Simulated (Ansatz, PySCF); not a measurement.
H5ClN2OSn, singlet, geometry from GFN2-xTB (such geometries of metal compounds can be far from the true shape) (all electrons, no relativity), with bond 10-4 at 1.4 times its length. Base run: CASSCF(4,4)/STO-3G in PySCF.

Here is a job for PySCF.
```python
from pyscf import gto, scf, mcscf
import numpy

mol = gto.Mole()
mol.atom = '''
    N    -1.50113807    1.41349857   -0.40554578
    Sn   -0.04012192    0.13597320    0.16678794
    N     1.57584187    0.98511230    1.05092340
    O    -0.82512495   -1.00127962    1.53941076
    Cl    0.50449786   -1.15739998   -1.64670309
    H    -1.32942723    1.79511272   -1.32865565
    H    -1.54883946    2.20592670    0.22612151
    H     2.43543599    0.75300389    0.56417485
    H     1.67531160    0.62082616    1.99307644
    H    -2.08463631   -1.38836440    1.29790863
'''
mol.basis = 'sto-3g'
mol.verbose = 3
mol.build()

mf = scf.RHF(mol)
mf.kernel()
mc = mcscf.CASSCF(mf, 4, 4)
mc.fix_spin_(ss=0.0)
mc.kernel()
occ = numpy.linalg.eigvalsh(mc.fcisolver.make_rdm1(mc.ci, mc.ncas, mc.nelecas))[::-1]
ss = mc.fcisolver.spin_square(mc.ci, mc.ncas, mc.nelecas)[0]
print('natural occupations', occ.round(4), ' <S^2>', round(ss, 4))
```

Programs used: Ansatz (an electronic-structure program), PySCF; a row that names a program was run with it.

Variants of this job, named by their change:

```tsv
change	ΔE vs base (kcal/mol)	natural occupations	<S^2> of the state
base	0.000	1.98 1.97 0.03 0.02	0.00
orbitals = fixed (CASCI)	15.61	2.00 2.00 0.00 0.00	0.00
fix_spin_ = off	0.000	1.98 1.97 0.03 0.02	0.00
solver = newton	0.000	1.98 1.97 0.03 0.02	0.00
active space = 6 electrons, 8 orbitals	-41.52	1.98 1.96 1.89 0.11 0.04 0.02 0.00 0.00	0.00
state_average = 2 states	9.35	-	-
conv_tol = 1e-5	0.100	1.98 1.97 0.03 0.02	0.00
code = ansatz; correction = SC-NEVPT2, all electrons	-111.4	-	-
correction = SC-NEVPT2	-102.7	1.98 1.97 0.03 0.02	0.00
code = ansatz	-32.20	-	-
orbitals = fixed (CASCI); correction = SC-NEVPT2	-98.5	2.00 2.00 0.00 0.00	0.00
```

Active orbitals are taken around the Fermi level unless the row says otherwise; CASSCF can end in different local minima, and two programs can end on different orbitals. State-averaged rows give the lowest state.
